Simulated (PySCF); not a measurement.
TmS: one state, many levels of theory

State: doublet, about 12.9 electrons in the 4f shell (Mulliken), real f orbitals that mix terms. Set-up: PySCF, spin-free X2C with a Gaussian nucleus, basis sets Tm x2c-TZVPall, S x2c-TZVPall. De refers to Tm (4f13 6s2) + S in their high-spin ground configurations, without counterpoise correction. The functionals are run spin-unrestricted. A positive dipole means Tm(−)S(+). Levels whose curve was spin-contaminated or gave no clean fit are not listed.

```tsv
Level	Re (Å)	ωe (cm⁻¹)	De (eV)	μ (D)
ROHF	2.418	389	n/a	-12.65
ROHF-MP2	2.331	390	n/a	n/a
ROHF-SCS-MP2	2.358	381	n/a	n/a
M06	2.346	399	3.16	-9.12
```

The bond length runs from 2.331 Å (ROHF-MP2) to 2.418 Å (ROHF).

Correlated steps freeze 23 core orbitals. Spin–orbit coupling is left out, which matters for elements this heavy, above all for dissociation energies. UHF is strongly spin-contaminated for TmS, so the ROHF reference used there is far from stable. With d or f electrons several states lie close, and the lowest PBE0 determinant need not be the measured ground state.

The whole job (state search and all levels along the bond) took about 20 min on 4 threads of Arm Neoverse V2 (shared host), peak memory 13 GiB.
